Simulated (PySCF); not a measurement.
# Spin states of AlI

Unrestricted PBE0; PySCF, spin-free X2C with a Gaussian nucleus, basis sets Al x2c-SVPall, I x2c-SVPall. Outer shells of the fragments: Al 3s2 3p1; I 4d10 5s2 5p5.

Followed along the bond (rough minima from three points):

| 2Ms+1 | unpaired | ⟨S²⟩ at the start | R at minimum (Å) | Te (eV) |
| --- | --- | --- | --- | --- |
| 1 | none | 0.00 | 2.55 | 0.00 |
| 3 | σ ↑, π ↑ | 2.00 | 2.50 | 2.55 |

Solutions found at the starting distance of 2.505 Å, counted from the lowest of them; the search is not exhaustive and high or unbound solutions are not listed, so other states can lie among these:

| 2Ms+1 | unpaired | term | E (eV) | ⟨S²⟩ | ⟨Lz²⟩ | μ (D) |
| --- | --- | --- | --- | --- | --- | --- |
| 1 | none | ¹Σ⁺ | 0.00 | 0.00 | 0.00 | -1.25 |
| 3 | σ ↑, π ↑ | ³Π | 2.54 | 2.00 | 1.00 | -1.33 |
| 1 | σ ↑, π ↓ | mixed | 3.10 | 1.01 | 1.01 | -0.72 |
| 3 | π ↑↑ | mixed | 4.71 | 2.01 | 2.01 | 4.39 |
| 3 | π ↑↑ | mixed | 4.89 | 2.01 | 2.01 | 4.39 |
| 1 | π ↑↓ | mixed | 4.91 | 1.01 | 2.01 | 4.38 |
| 3 | σ ↑↑ | ³Σ⁺ | 4.95 | 2.00 | 0.00 | -0.76 |
| 1 | π ↑↓ | mixed | 6.72 | 1.00 | 2.01 | -0.82 |
| 3 | σ ↑, π ↑ | ³Π | 6.96 | 2.00 | 1.01 | 4.55 |
| 1 | σ ↑, π ↑↓↓ | mixed | 7.81 | 2.00 | 3.01 | 4.52 |

A term symbol is given only where ⟨S²⟩ and ⟨Lz²⟩ are close to those of a pure state; real π, δ and φ orbitals otherwise mix terms. A positive dipole means Al(−)I(+).

The measured ground state is X ¹Σ+ (Huber and Herzberg, Constants of Diatomic Molecules (1979)).

Spin–orbit coupling is left out. Counting both spins, an empty level lies below a filled one in some of these solutions, because spin and occupation are held.
